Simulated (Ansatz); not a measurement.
Ideal-gas functions of C2H3Cl2NSi, SMILES `C[Si](Cl)(Cl)C#N` at 600 K and 1 bar, from an Ansatz frequency run at PBE0-D4/def2-TZVP.

Molar mass 140.05 g/mol, point group Cs (symmetry number 1), electronic degeneracy 1, moments of inertia 296.255, 305.205, 404.033 u Å². Harmonic wavenumbers (cm⁻¹, unscaled): 108, 116, 160, 184, 191, 219, 371, 373, 473, 599, 622, 773, 811, 815, 1284, 1437, 1438, 2338, 3058, 3151, 3154.

Use S(trans) = R[1.5 ln M + 2.5 ln T − 1.1517]; rotational temperatures θ = 24.2544 K / I; S(rot) = R[ln(√π/σ · √(T³/θAθBθC)) + 1.5]; for each mode x = 1.438777 ν̃/T, S = R[x/(eˣ − 1) − ln(1 − e⁻ˣ)] and H = RT x/(eˣ − 1); 1 cm⁻¹ = 0.0119627 kJ/mol; R = 8.31446 J/(mol·K).

Task: By hand: the entropy, in J/(mol·K).

Result: Translation 185.0. Rotation: θ = 0.0819, 0.0795, 0.06 K, giving 129.6. Vibration, mode by mode: 19.57, 18.98, 16.33, 15.18, 14.88, 13.76, 9.56, 9.51, 7.70, 5.98, 5.72, 4.28, 3.98, 3.95, 1.63, 1.21, 1.21, 0.20, 0.05, 0.04, 0.04, in all 153.8. Electronic 0.0. Sum 468.4 J/(mol·K).

Task: By hand: H − E and G − E in kJ/mol, counted from the electronic energy.

Result: Zero-point energy ½ × 21675 × 0.0119627 = 129.6; thermal vibration 44.7; translation, rotation and pV give 4 RT = 20.0. H − E = 194.3 kJ/mol, and G − E = 194.3 − 600 × 468.4/1000 = -86.7 kJ/mol.

Vibration gives 33 % of the entropy, 38.6 J/(mol·K) of it from the modes under 150 cm⁻¹: soft modes count most, and the harmonic formula is weakest for them.
